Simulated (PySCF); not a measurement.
# One molecule, several mistakes: B3H4N

All numbers below are calculated, not measured. They come from PySCF 2.14.0, an open-source quantum chemistry program, on an isolated molecule that a program drew, which may never have been made. The molecule is B3H4N (charge 0, singlet), drawn as the SMILES string `BB=NB`.

Each row is a Hartree-Fock (HF) and frozen-core CCSD(T) single point in the cc-pVDZ basis, meant for a local HF minimum. Run 1 is clean. Each other run has one planted mistake out of seven kinds, and not every kind appears here: one electron removed, one electron added, multiplicity raised by two, geometry at a saddle point, minimal basis STO-3G, one bond length entered in bohr, all coordinates scaled. The reference is restricted for singlets and unrestricted otherwise, and also for a bond in bohr. Adding or removing an electron swaps singlet and doublet. Electrons count all cores. HOMO and LUMO are orbital energies over both spins, the gradient is its largest component, and the lowest frequency (negative if imaginary) is given only where the gradient is small. Bond lengths are over the 7 bonds as drawn. T1 is the CCSD diagnostic: over 0.02 (restricted) or 0.045 (unrestricted) a single reference is doubtful.

Geometry of the clean run:
```xyz
8
B3H4N, angstrom
B    -1.7550    2.2535   -2.8166
B    -1.5738    1.0247   -1.6760
N    -1.4399    0.1155   -0.8314
B    -1.2884   -0.9061    0.1185
H    -1.6693    3.4005   -2.4898
H    -1.9710    1.9893   -3.9625
H    -0.1998   -1.3677    0.3359
H    -2.2471   -1.3194    0.7145
```

| run | electrons | basis functions | <S^2> | HOMO (eV) | LUMO (eV) | gradient (hartree/bohr) | lowest frequency (cm^-1) | mean bond (Å) | longest bond (Å) | T1 | HF (hartree) | CCSD(T) (hartree) | mistake |
|---|---|---|---|---|---|---|---|---|---|---|---|---|---|
| 1 | 26 | 76 | 0.000 | -10.52 | 0.70 | 3.1e-05 | 131 | 1.3048 | 1.686 | 0.0173 | -130.84716 | -131.29849 | no fault |
| 2 | 27 | 76 | 0.762 | -1.14 | 6.86 | 5.9e-02 | - | 1.3048 | 1.686 | 0.0154 | -130.85364 | -131.32014 | one electron added |
| 3 | 26 | 76 | 0.688 | -8.53 | 0.51 | 3.0e-02 | - | 1.4576 | 2.272 | 0.0624 | -130.72985 | -131.18052 | one bond length entered in bohr |
| 4 | 25 | 76 | 0.762 | -18.63 | -7.72 | 7.1e-02 | - | 1.3048 | 1.686 | 0.0422 | -130.51776 | -130.92422 | ? |
| 5 | 26 | 76 | 0.000 | -10.82 | 0.96 | 1.2e-01 | - | 1.1991 | 1.550 | 0.0153 | -130.78379 | -131.22174 | ? |

**Which mistake was planted in run 4, and what did it cost?**

It counts 25 electrons, one fewer than the clean run, at the same geometry and basis. So the mistake is: one electron removed. Subtracting run 1 and multiplying by 627.51 kcal/mol a hartree, the energy moved by 206.7 kcal/mol in HF and 234.9 kcal/mol in CCSD(T).

**Which mistake was planted in run 5, and what did it cost?**

The mean and the longest bond both change by the same factor, 0.919, and the gradient is no longer small. So the mistake is: all coordinates scaled. Subtracting run 1 and multiplying by 627.51 kcal/mol a hartree, the energy moved by 39.8 kcal/mol in HF and 48.2 kcal/mol in CCSD(T).

Cautions from the logs. Run 3: T1 is over the limit, so its CCSD(T) energy is less reliable.
